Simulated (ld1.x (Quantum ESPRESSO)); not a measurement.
# Which change was made? (Cs, TM)

ld1.x (Quantum ESPRESSO) 7.5 input, shortened:

```
&input
   title='Cs', zed=55., rel=2, dft='PBE', iswitch=3,
   config='[Xe] 4f-2 5d0.5 6s0.5 6p0', rel_dist='average'
 /
 &inputp
   pseudotype=2, tm=.true., lloc=-1, rcloc=2.55,
   nlcc=.false.
 /
4
5S  1  0   2.00   0.00  2.70  2.70  0.0
5P  2  1   6.00   0.00  2.80  2.80  0.0
5D  3  2   0.50   0.00  4.20  4.20  0.0
4F  4  3  -2.00   0.25  3.65  3.65  0.0
 &test
   configts(1)='5s2 5p6 5d0.5 6s0.5 6p0'
 /
```

Open shells are filled in proportion to 2j + 1 (rel_dist='average').

Occupied shells without a wave of their own: 6s. They enter only through the test configuration that unscreens the potential.

Cutoffs, loose and tight: the cutoffs (Ry, on a coarse ladder) from which the occupation-weighted sum of valence levels, in a spherical-Bessel basis at the reference potential, stays within 10 and 1 mRy of its value at 400 Ry. They do not see the model core or the augmentation charge, which bear on the density cutoff. Test errors are all-electron minus pseudo excitation energies from the reference, over the configurations 5s2 5p6 5d0 6s1 6p0; 5s2 5p6 5d0 6s0 6p0; 5s2 5p6 5d0 6s0.5 6p0; 5s2 5p5 5d0 6s1 6p0; 5s2 5p6 5d0 6s0 6p1; 5s1 5p6 5d0 6s1 6p0; 5s2 5p6 5d1 6s0 6p0; variants that change the core or the reference have their own tests.

The base gives: outcome: generated; cutoff, loose: 15 Ry; cutoff, tight: 25 Ry; bound ghosts: none; largest test error (meV): +107.

On the changes marked as counting shells twice: ld1.x takes every shell without a wave as core, so the model core holds the marked electrons as well and exchange and correlation see them twice. This cancels in the reference configuration, but the file is broken for other ones, and its errors say nothing about a proper core correction.

Task: After one change the result is: outcome: generated; cutoff, loose: 15 Ry; cutoff, tight: 25 Ry; bound ghosts: none; largest test error (meV): -77. Which change was it?
A. core correction a·sin(br)/r model core inside 1.62 bohr (6s counted twice)
B. reference 5s2 5p6 5d0 6s0.75 6p0
C. local potential all-electron potential smoothed inside 3.10 bohr (lloc = -1)
D. functional LDA (PZ)

Result: B. The others give: local potential all-electron potential smoothed inside 3.10 bohr (lloc = -1) → outcome: generated, misses its reference levels by 0.22 eV; cutoff, loose: 15 Ry; cutoff, tight: 25 Ry; bound ghosts: none; largest test error (meV): -304 | core correction a·sin(br)/r model core inside 1.62 bohr (6s counted twice) → outcome: generated; cutoff, loose: 15 Ry; cutoff, tight: 25 Ry; bound ghosts: none; largest test error (meV): -109 | functional LDA (PZ) → outcome: generated; cutoff, loose: 15 Ry; cutoff, tight: 25 Ry; bound ghosts: none; largest test error (meV): +85.
